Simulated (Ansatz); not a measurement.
`N#CB(Cl)Cl` + H–F → `FB(Cl)Cl` + `C#N` at 400 K and 1 bar (ligand exchange at a B–C bond).

Program: Ansatz. Geometries: PBE0-D4/def2-TZVP. ΔE: electronic, gas phase. CBS: def2 TZ/QZ extrapolation, frozen cores.

```
     species  CCSD(T)/CBS energy (Eh)  H − E (kJ/mol)  S (J/(mol·K))
`N#CB(Cl)Cl`              -1037.16673            63.6          335.5
         H–F               -100.39431            36.5          182.2
  `FB(Cl)Cl`              -1044.28205            43.9          305.5
       `C#N`                -93.31667            56.1          211.9
```

H − E and S are ideal-gas, rigid-rotor, harmonic terms from PBE0-D4/def2-TZVP. 1 Eh = 2625.50 kJ/mol, R = 8.31446 J/(mol·K).

Q: By hand: ΔE, ΔH, ΔS and ΔG.

A: ΔE = (-1044.28205) + (-93.31667) − (-1037.16673) − (-100.39431) = -0.03768 Eh = -98.9 kJ/mol. Δ(H − E) = 43.9 + 56.1 − 63.6 − 36.5 = -0.1, so ΔH = -99.0 kJ/mol. ΔS = 305.5 + 211.9 − 335.5 − 182.2 = -0.3 J/(mol·K). ΔG = -99.0 − 400 × (-0.3)/1000 = -98.9 kJ/mol.

Q: By hand: the equilibrium constant, and the temperature at which ΔG would vanish if ΔH and ΔS stayed fixed.

A: log₁₀ K = −ΔG/(RT ln 10) = 12.9. ΔG = 0 at ΔH/ΔS = 330000 K, far beyond where these terms or the molecules hold.

The number of gas molecules stays the same, so ΔS is small and ΔH decides. A doubt of 5 kJ/mol in ΔE shifts log₁₀ K by 0.7 here. These are equilibria of isolated gas molecules and say nothing of rates. Largest T1 diagnostic: 0.014 (customary marks: 0.02 for closed shells, 0.045 for open ones).
